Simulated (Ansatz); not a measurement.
Z-matrix (Å, degrees):
```
C
Si 1 1.864
H 1 1.093 2 110.8
H 1 1.092 2 111.6 3 -120.7
H 1 1.094 2 109.9 3 119.0
F 2 1.612 1 108.5 3 58.0
Si 2 2.349 1 111.9 3 178.5
H 2 1.489 1 109.4 3 -57.9
N 7 1.729 2 106.7 1 45.1
H 7 1.488 2 111.6 1 161.5
H 7 1.498 2 109.5 1 -80.6
H 9 1.008 7 119.5 2 -58.1
H 9 1.008 7 119.1 2 161.5
```

Charge 0, multiplicity 1.

(1) List the CAM-B3LYP/def2-TZVPP orbital energies in eV (the Gaussian-basis code of Ansatz). (Estimate.)

Answers

(1) Ansatz gave: Occupied: -1801.46, -1800.91, -673.02, -391.09, -278.51, -145.94, -145.46, -101.33, -101.24, -101.23, -100.80, -100.78, -100.77, -34.11, -25.44, -21.51, -17.21, -16.05, -15.41, -14.11, -13.89, -13.43, -13.03, -12.84, -12.63, -11.29, -10.46, -9.62, -8.63. Lowest empty: 0.57, 1.30, 2.25, 2.50, 2.55, 2.83, 3.34, 3.58.
